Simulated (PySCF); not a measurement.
# Atomic charges against the basis set

C6H4N2.
SMILES with atom numbers: `[N:1]#[C:2][c:3]1[cH:4][cH:5][n:6][cH:7][cH:8]1` (hydrogens: H9 on C4; H10 on C5; H11 on C7; H12 on C8)

PBE0 throughout (PySCF), one geometry, spherical d and f functions. Geometry: PBE0-D3(BJ)/def2-SVP; no solvent, vibrations or thermal averaging. Atoms taken as equivalent share a column and are averaged. The first 7 of 8 kinds of atom are listed.

Mulliken charges (e):

```csv
basis,functions,N1,C2,C3,C4/C8,C5/C7,N6,H9/H12
STO-3G,44,-0.174,+0.077,-0.002,-0.070,+0.013,-0.221,+0.112
pcSseg-0,80,-0.321,+0.128,-0.118,-0.162,+0.100,-0.637,+0.271
6-31G,80,-0.249,+0.019,+0.036,-0.107,-0.021,-0.377,+0.214
6-31G*,120,-0.340,+0.164,+0.086,-0.177,+0.001,-0.369,+0.210
cc-pVDZ,132,-0.113,-0.027,+0.030,-0.035,+0.128,-0.212,+0.027
def2-SVP,132,+0.012,-0.058,-0.120,+0.005,+0.062,-0.161,+0.045
pcSseg-1,156,-0.229,+0.159,-0.175,-0.078,+0.164,-0.399,+0.113
aug-cc-pVDZ,220,-0.231,-0.515,+1.430,+1.061,-0.124,-0.403,-0.647
"6-311+G(2d,p)",240,-0.246,-0.692,+1.153,-0.184,-0.069,-0.245,+0.137
def2-TZVP,272,+0.016,-0.254,+0.218,-0.140,-0.047,-0.186,+0.153
cc-pVTZ,296,-0.096,-0.067,+0.098,-0.128,-0.046,-0.148,+0.145
IGLO-III,320,-0.287,+0.011,+0.237,-0.111,+0.052,-0.339,+0.131
```

IAO charges (e):

```tsv
basis	functions	N1	C2	C3	C4/C8	C5/C7	N6	H9/H12
STO-3G	44	-0.137	+0.077	-0.039	-0.127	-0.051	-0.163	+0.159
pcSseg-0	80	-0.205	+0.129	-0.028	-0.153	-0.019	-0.236	+0.176
6-31G	80	-0.207	+0.125	-0.015	-0.155	-0.026	-0.240	+0.179
6-31G*	120	-0.215	+0.133	-0.017	-0.153	-0.001	-0.256	+0.171
cc-pVDZ	132	-0.208	+0.128	-0.017	-0.157	-0.003	-0.251	+0.173
def2-SVP	132	-0.206	+0.128	-0.019	-0.153	0.000	-0.250	+0.170
pcSseg-1	156	-0.217	+0.136	-0.019	-0.158	-0.002	-0.258	+0.175
aug-cc-pVDZ	220	-0.222	+0.138	-0.015	-0.160	-0.002	-0.263	+0.177
6-311+G(2d,p)	240	-0.224	+0.140	-0.017	-0.160	-0.001	-0.264	+0.177
def2-TZVP	272	-0.223	+0.140	-0.016	-0.160	-0.001	-0.263	+0.176
cc-pVTZ	296	-0.221	+0.138	-0.016	-0.160	-0.002	-0.261	+0.176
IGLO-III	320	-0.224	+0.140	-0.016	-0.161	-0.002	-0.264	+0.178
```

Task: Which scheme is steadiest as the basis changes?

Result: Largest range over the bases for any column: IAO 0.10 e, Mulliken 1.60 e. IAO charges move least and Mulliken charges most, counted in e. Without the minimal STO-3G basis the ranges are IAO 0.03, Mulliken 1.60 e.

Task: How much do the charges still move between the two largest bases, cc-pVTZ and IGLO-III?

Result: At most, over all atoms: Mulliken 0.192 e, IAO 0.003 e.

Task: What do the same runs give for the total energy, the frontier levels and the dipole moment?

Result: 
```
        basis  energy (Eh)  HOMO (eV)  LUMO (eV)  μ (D)
       STO-3G    -335.8778      -5.49       0.54   1.30
     pcSseg-0    -339.3480      -7.82      -2.27   1.73
        6-31G    -340.0209      -7.67      -1.94   1.66
       6-31G*    -340.1194      -7.89      -1.93   2.00
      cc-pVDZ    -340.1498      -7.94      -2.02   2.01
     def2-SVP    -339.8749      -7.97      -2.13   1.93
     pcSseg-1    -340.0818      -8.15      -2.26   2.00
  aug-cc-pVDZ    -340.1656      -8.14      -2.26   2.11
6-311+G(2d,p)    -340.2141      -8.19      -2.28   2.12
    def2-TZVP    -340.2430      -8.13      -2.24   2.13
      cc-pVTZ    -340.2329      -8.09      -2.19   2.13
     IGLO-III    -340.2471      -8.18      -2.27   2.13
```

The dipole is fixed by the density alone, so its range of 0.83 D shows that the density itself changes with the basis, not only its division among atoms.
